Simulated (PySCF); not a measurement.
Species: C5H7NS.
SMILES with atom numbers: `[N:1]#[C:2][CH2:3][CH:4]1[CH2:5][S:6][CH2:7]1` (hydrogens: H8, H9 on C3; H10 on C4; H11, H12 on C5; H13, H14 on C7)

Geometry (GFN2-xTB, Å), atoms numbered from 1 in this order:
```xyz
14
C5H7NS angstrom
N      3.0489    1.1437   -0.1580
C      2.1509    0.4876   -0.4201
C      1.0060   -0.3314   -0.7297
C     -0.0428   -0.2325    0.3809
C     -0.7132    1.1380    0.5212
S     -2.3827    0.3919    0.6395
C     -1.3322   -1.0171    0.1167
H      1.3379   -1.3680   -0.8399
H      0.5834    0.0034   -1.6822
H      0.4062   -0.5378    1.3299
H     -0.6368    1.7610   -0.3689
H     -0.4402    1.7160    1.3998
H     -1.4833   -1.9068    0.7227
H     -1.5027   -1.2483   -0.9340
```

Computed, not measured: TDDFT wB97X-D/def2-SVPD, vertical, gas phase, core orbitals frozen in the response (PySCF 2.14.0, density-fitted response routines).

Transition dipole moments from the ground state, in atomic units and in the frame of the coordinates above (overall signs are arbitrary), for the states with f of 0.002 or more among the lowest 5:

| state | E (eV) | μx | μy | μz |
| --- | --- | --- | --- | --- |
| S2 | 6.120 | 0.085 | -0.095 | 0.365 |
| S3 | 6.492 | 0.166 | -0.084 | 0.233 |
| S4 | 6.884 | -0.482 | 0.091 | 0.238 |
| S5 | 7.322 | -0.081 | -0.431 | -0.087 |

(1) What oscillator strength does each state have?

(2) Which bond between heavy atoms lies closest to the direction of the S4 transition dipole?

(3) What angle do the transition dipoles of S3 and S5 make?

(4) What peak molar absorption coefficient would the strongest computed level give as a lone Gaussian band 0.3 eV wide at half height?

Results:

(1) f = (2/3) ΔE |μ|² with ΔE in hartree (27.2114 eV).

```tsv
state	|μ|² (au)	|μ| (D)	f
S2	0.150	0.98	0.022
S3	0.089	0.76	0.014
S4	0.298	1.39	0.050
S5	0.200	1.14	0.036
```

(2) C3–C4, at 21° from it; next C5–S6 and S6–C7 at 40°.

(3) |cos θ| = |μa·μb| / (|μa| |μb|) = 0.02, so θ ≈ 89° (taken between 0 and 90°, since the signs are arbitrary).

(4) ε(max) = 2.175×10⁸ f / FWHM, with the width in cm⁻¹. S4: 2.175×10⁸ × 0.0502 / 2420 ≈ 4500 L mol⁻¹ cm⁻¹.

One conformer stands for the species.
